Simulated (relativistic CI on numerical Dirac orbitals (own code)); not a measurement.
# Line list: Electric-dipole lines, Hg III

Method of calculation: Dirac-Coulomb-Breit CI, orbitals from a KLI potential per configuration, model QED (radiative potential, 1s self-energy scaled to tabulated hydrogen-like ionisation energies), valence Slater integrals scaled by 0.85, P86 correlation energy added to each configuration (own radial code, finite nucleus).

CI space (outside the closed core [Xe] 4f14): 5d10, 5d9.6s, 5d9.6p, 5d8.6s2, 5d9.5f, 5d9.7s, 5d9.6d, 5d8.6s.6p, 5d9.7p, 5d8.5f2, 5d9.8s, 5d9.7d, 5d9.8p, 5d9.6f, 5d9.5g, 5d9.8d, 5d9.7f, 5d8.6s.7s, 5d8.6p2, 5d8.5f.6s. Levels of other configurations are missing.

```csv
λ vac (nm),Lower,Upper,A (s⁻¹),E lower (eV),E upper (eV)
73.006,5d10 1S_0 [1],5d9.6p 3D°_1 [23],8.03e+08,0.0000,16.9827
76.411,5d10 1S_0 [1],5d9.6p 1P°_1 [18],3.48e+09,0.0000,16.2259
82.544,5d10 1S_0 [1],5d9.6p 3P°_1 [12],2.56e+08,0.0000,15.0203
125.77,5d9.6s 3D_2 [3],5d9.6p 1P°_1 [18],2.04e+08,6.3675,16.2259
131.12,5d9.6s 3D_3 [2],5d9.6p 3D°_3 [15],8.48e+08,5.9629,15.4186
134.97,5d9.6s 3D_1 [4],5d9.6p 3D°_1 [23],1.02e+09,7.7968,16.9827
136.98,5d9.6s 3D_2 [3],5d9.6p 3D°_3 [15],4.21e+08,6.3675,15.4186
147.09,5d9.6s 3D_1 [4],5d9.6p 1P°_1 [18],1.70e+08,7.7968,16.2259
153.67,5d9.6s 1D_2 [5],5d9.6p 1P°_1 [18],6.29e+08,8.1579,16.2259
161.76,5d9.6s 3D_3 [2],5d9.6p 3F°_3 [8],2.76e+08,5.9629,13.6274
170.76,5d9.6s 1D_2 [5],5d9.6p 3D°_3 [15],1.97e+07,8.1579,15.4186
170.78,5d9.6s 3D_2 [3],5d9.6p 3F°_3 [8],4.24e+08,6.3675,13.6274
```

Terms are leading LS components. Brackets give the number of a level in order of energy, since labels repeat. The list gives strong lines, with weight on those to low levels, without lines whose two gauges differ by over a factor of 2.5, among the lowest 383 of 1044 levels, so that lines to higher ones, which can be the strongest, are missing, and without lines across small gaps between configurations, and without 298 lines that miss the measured interval by over 3.5 %, start from a term whose rates miss tabulated ones by over 60 %, have gauges far apart or, lacking measured levels, span too small a gap for the errors found; lines with a level outside our table were not tested and can miss by more. Levels whose partners in the same complex of configurations lie outside the list can be far off, and so can their lines. Rates are taken at the computed energies, electric ones in the length gauge.

For a near-neutral ion this model can misplace configurations by up to about 10,000 cm⁻¹ (more where the count of f electrons changes) and terms by 10 to 25 % of their spread. Rates follow the energies as ν³ (E1, M1) or ν⁵ (E2), so they and the lifetimes can be off by large factors. The fine structure of a lone outer electron comes out too small, for d and f at times inverted, and misplaced configurations move strength between like terms. 22 of the 62 excited levels that our extract of the measured tables holds in this range could be paired (the sources list more); they are missed by 4918 cm⁻¹ on average and 10689 at most, and levels without a partner can miss by more.

LS names give the leading component of a level, which can be under half, so a name can repeat, a term be missing and a line seem to break the LS rules.
